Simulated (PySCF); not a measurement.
## SiCl₃ + 3 HCl → SiH₃ + 3 Cl₂

Level: PBE0 in the def2-TZVP basis family, all electrons, no relativity, computed in PySCF with density fitting; open shells unrestricted.

```
species                                     state and structure       E (Eh)  ZPE (kJ/mol)  H(298 K) − H(0) (kJ/mol)  S° (J/(mol K))
  SiCl₃  doublet, C3v, Si–Cl 2.043 Å (×3); Cl–Si–Cl 109.5° (×3)  -1669.68231          13.3                      16.0           319.5
    HCl                              singlet, C∞v, H–Cl 1.279 Å   -460.66440          17.9                       8.7           186.6
   SiH₃     doublet, C3v, Si–H 1.486 Å (×3); H–Si–H 111.2° (×3)   -291.10876          55.6                      10.4           217.1
    Cl₂                             singlet, D∞h, Cl–Cl 1.982 Å   -920.08940           3.5                       9.1           222.5
```

Problem. What is the electronic reaction energy?

Solution. At PBE0/def2-TZVP, ΔE = 783.8 kJ/mol from the differences of the total energies times 2625.5, uphill. 

Problem. Add zero-point, thermal and entropy terms for 298.15 K and 1 bar.

Solution. ΔZPE = -0.9 and Δ[H(298) − H(0)] = -4.4 kJ/mol give ΔH° = 778.5 kJ/mol. ΔS° = 5.3 J/(mol K), so ΔG° = 778.5 − 298.15 × (0.0053) = 777 kJ/mol.

Each species is the lowest minimum found with this bonding; other isomers or fragments can lie lower.
